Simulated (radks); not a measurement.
Ionisation of neutral iodine, [Kr] 4d10 5s2 5p5, to [Kr] 4d10 5s2 5p4 as the strength of local exchange is varied. All-electron calculation, Dirac Kohn-Sham, Slater X-alpha exchange (alpha = 2/3 is LDA exchange), no correlation, spin-unpolarised, spherical densities, point nucleus; open shells are shared between the two j in proportion to 2j + 1. Program: a radial shooting solver on a logarithmic mesh with Libxc functionals.

| alpha | E(I) (hartree) | exchange (hartree) | IE (eV) | -e of the level emptied (eV) | <r> of it (bohr) |
|---|---|---|---|---|---|
| 0.574 | -7084.47374 | -146.39333 | 9.203 | 4.985 (5p3/2) | 2.613 |
| 0.628 | -7098.25886 | -160.46616 | 9.735 | 5.446 (5p3/2) | 2.575 |
| 0.667 | -7108.23085 | -170.66189 | 10.127 | 5.789 (5p3/2) | 2.548 |
| 0.892 | -7166.02449 | -230.00710 | 12.523 | 7.915 (5p3/2) | 2.410 |
| 1.027 | -7200.91547 | -266.04193 | 14.065 | 9.308 (5p3/2) | 2.337 |

NIST Atomic Spectra Database: 10.451 eV (measured). The Delta-SCF value meets it near alpha = 0.70. Spin polarisation and multiplet splitting are left out, so open shells lie too high by an amount that depends on their filling. Sharing an open shell by 2j + 1 raises it above the true ground level by a part of the spin-orbit splitting, which enters the differences from NIST.

Beside tabulated values, note that spin-unpolarised runs miss the spin-polarisation part of the exchange energy of open shells.
